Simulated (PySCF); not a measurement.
Si(CCH)3(Cl), SMILES C#C[Si](Cl)(C#C)C#C, CAM-B3LYP/def2-SVP optimised geometry.

```
11

C     -2.77    -2.36    -2.49
C     -2.35    -1.81    -1.49
Si    -1.72    -0.98     0.00
Cl    -2.39     0.98     0.00
C     -2.35    -1.81     1.49
C     -2.77    -2.36     2.49
C      0.10    -0.98     0.00
C      1.31    -0.97     0.00
H     -3.14    -2.85    -3.37
H     -3.14    -2.85     3.37
H      2.39    -0.97     0.00
```

Density from CAM-B3LYP/def2-TZVP (PySCF 2.14.0) at that geometry.

Minimum of the electron density along straight lines between bonded atoms, close to the bond critical point (lines longer than 1.1 times the sum of covalent radii, or with two minima, are not listed):

```csv
bond,length / Å,ρ at the minimum / e bohr⁻³,∇²ρ there / e bohr⁻⁵,position (fraction from the first atom)
C1–C2,1.211,0.419,-1.26,0.53
C2–Si3,1.823,0.126,0.28,0.61
Si3–Cl4,2.061,0.101,(withheld),0.36
Si3–C5,1.823,0.126,0.28,0.39
C5–C6,1.211,0.419,-1.26,0.47
Si3–C7,1.823,0.126,0.28,0.39
C7–C8,1.211,0.419,-1.26,0.47
C1–H9,1.076,0.286,-1.07,0.67
C6–H10,1.076,0.286,-1.07,0.67
C8–H11,1.076,0.286,-1.07,0.67
```

Question: Complete the blanks.

Answer: 
- Si3–Cl4, ∇²ρ there / e bohr⁻⁵: 0.20
